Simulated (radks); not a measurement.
Values are calculated unless marked as measured or tabulated.
Species: Ne4+. Configuration: [He] 2s2 2p2.

Code: a radial shooting solver on a logarithmic mesh with Libxc functionals. Model: Dirac Kohn-Sham, PBE, spin-unpolarised, spherical densities, finite nucleus; open shells fill j = l - 1/2 first; Fermi nuclear charge, rms radius 3.0055 fm.

Energy parts (hartree):
total: -120.65049
kinetic: 120.79995
electron-nucleus: -267.64372
Hartree: 35.66589
exchange-correlation: -9.47261

Orbitals (lengths in bohr, moments of r in powers of bohr; r(max) is where P^2 peaks):
orbital	occ.	eigenvalue (hartree)	r(max)	<r^2>	<r^4>
1s1/2	2	-34.99737	0.1026	0.03347	0.002909
2s1/2	2	-4.81257	0.6303	0.6891	0.8342
2p1/2	2	-4.01537	0.5381	0.6153	0.7727
2p3/2	0	-4.00891	0.5391	0.6172	0.7771

The highest occupied level is 2p1/2 at -109.26 eV. For comparison, the ionisation energy in NIST's Atomic Spectra Database is 126.25 eV (measured). In exact Kohn-Sham theory the highest level is minus the ionisation energy, but local and semilocal functionals leave it too shallow, through self-interaction and a potential that decays too fast; potentials with the right tail come closer.

Beside tabulated values, note that spin-unpolarised runs miss the spin-polarisation part of the exchange energy of open shells.
